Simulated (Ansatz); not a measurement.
Coupled-cluster diagnostics for the cluster Al₂F₂ (the lowest singlet isomer of a short search), Ansatz.

Geometry of the singlet (r2SCAN-D4/def2-TZVP):

Cartesian coordinates in Å:
```
Al -0.458 -0.869 -1.132
Al 0.455 0.872 1.134
F -0.715 0.060 -2.487
F 0.719 -0.063 2.485
```

Correlated methods freeze 12 core orbitals. In CCSD on the charge -1 doublet the largest single amplitude is 0.17, so its Hartree–Fock determinant may place the open shell otherwise than the density functionals do. The structure comes from a short search, and lower isomers may exist.

Geometry of the charge 0 triplet (r2SCAN-D4/def2-TZVP):

Cartesian coordinates in Å:
```
Al -0.9201 -0.6718 -0.4524
Al 0.9201 0.6718 0.4524
F -2.3560 -0.4598 -1.2442
F 2.3559 0.4598 1.2442
```

Geometry of the charge 0 quintet (r2SCAN-D4/def2-TZVP):

```csv
atom,x (Å),y (Å),z (Å)
Al1,0.968,-0.170,-0.026
Al2,-1.237,1.503,-0.165
F3,0.827,-1.299,1.174
F4,-0.558,-0.034,-0.983
```

Problem. Estimate the CCSD(T) correlation energy, the shares of MP2 and (T), T1 and the reference's ⟨S²⟩ for: charge 0, singlet, own geometry in def2-TZVPP; charge 0, singlet, own geometry in def2-TZVPD; charge 0, triplet, own geometry in def2-TZVPP; charge 0, quintet, own geometry in def2-TZVPP; charge 1, doublet, vertical in def2-TZVPP; charge -1, doublet, vertical in def2-TZVPD; and the rough time on 4 threads of Arm Neoverse V1 on a shared host.

Solution. 
```json
{"state": "charge 0, singlet, own geometry", "basis": "def2-TZVPP", "correlation (eV)": "-18.026", "MP2 share (%)": "94.4", "(T) share (%)": "3.1", "T1": "0.016", "⟨S²⟩ (pure)": "0.00 (0.00)", "wall time": "7.5 s", "remarks": "restricted SCF unstable"}
{"state": "charge 0, singlet, own geometry", "basis": "def2-TZVPD", "correlation (eV)": "-18.134", "MP2 share (%)": "94.3", "(T) share (%)": "3.2", "T1": "0.016", "⟨S²⟩ (pure)": "0.00 (0.00)", "wall time": "13 s", "remarks": "restricted SCF unstable"}
{"state": "charge 0, triplet, own geometry", "basis": "def2-TZVPP", "correlation (eV)": "-17.394", "MP2 share (%)": "94.7", "(T) share (%)": "3.1", "T1": "0.021", "⟨S²⟩ (pure)": "2.08 (2.00)", "wall time": "30 s", "remarks": "–"}
{"state": "charge 0, quintet, own geometry", "basis": "def2-TZVPP", "correlation (eV)": "-16.330", "MP2 share (%)": "96.0", "(T) share (%)": "2.9", "T1": "0.017", "⟨S²⟩ (pure)": "6.00 (6.00)", "wall time": "30 s", "remarks": "–"}
{"state": "charge 1, doublet, vertical", "basis": "def2-TZVPP", "correlation (eV)": "-16.899", "MP2 share (%)": "94.9", "(T) share (%)": "3.1", "T1": "0.031", "⟨S²⟩ (pure)": "0.94 (0.75)", "wall time": "27 s", "remarks": "spin-contaminated (⟨S²⟩ 0.94)"}
{"state": "charge -1, doublet, vertical", "basis": "def2-TZVPD", "correlation (eV)": "-18.352", "MP2 share (%)": "93.0", "(T) share (%)": "3.3", "T1": "0.047", "⟨S²⟩ (pure)": "1.00 (0.75)", "wall time": "64 s", "remarks": "large T1 (0.047), spin-contaminated (⟨S²⟩ 1.00)"}
```
Customary marks for T1 are 0.02 (closed shells), 0.045 (open shells) and about 0.05 (3d metals). T1 exceeds 0.02 in 3 of 6 rows and 0.045 in 1; the higher it lies, the less the single-reference result can be trusted.
